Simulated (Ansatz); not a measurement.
Geometry optimisation, RKS CAM-B3LYP/def2-SVP in Ansatz 0.2.0.

The input (input.yaml):

```yaml
crystal:
  periodic: [false, false, false]
  atoms:
    - { symbol: Ga, position_ang: [0.318994, 0.007763, 0.014608] }
    - { symbol: C, position_ang: [1.066812, -0.04154, 1.821911] }
    - { symbol: H, position_ang: [0.464799, -0.202634, 2.7279] }
    - { symbol: H, position_ang: [1.857491, -0.807364, 1.771456] }
    - { symbol: H, position_ang: [1.59713, 0.920989, 1.91765] }
    - { symbol: H, position_ang: [1.798247, 0.207435, -0.417116] }
    - { symbol: H, position_ang: [-1.046074, -0.084649, -0.698709] }
basis:
  gaussian: { orbitals: def2-SVP }
hamiltonian:
  xc: cam_b3lyp
relax:
  f_tol: 0.03
  max_steps: 50
```

Launched with:

```bash
$ ansatz run input.yaml --threads 2 --pin off --max-ram 3072MiB --backend cpu --events-out ev --progress --plain --runs-dir out
```

Task: Where does it end, and by what steps?

Result: It converged. After 5 steps the energy has fallen by 0.604 eV; H6 moved furthest, 0.70 Å.

```csv
step,energy less start (eV),largest force component (eV/Å),accepted
0,0.0000,1.533,yes
1,-0.3111,0.720,yes
2,-0.4686,0.412,yes
3,-0.5840,0.327,yes
4,-0.6031,0.120,yes
5,-0.6042,0.018,yes
```

```xyz
7
Properties=species:S:1:pos:R:3
Ga 0.565 0.040 0.000
C 1.094 -0.038 1.891
H 0.245 -0.199 2.569
H 1.824 -0.849 2.044
H 1.600 0.897 2.178
H 1.663 0.266 -1.101
H -0.932 -0.117 -0.444
```

Whether the end is a true minimum wasn't checked by a vibrational analysis.

Time of the run: 7.3 s on 2 threads of Arm Neoverse V2, on a shared host, peak memory 0.15 GiB.
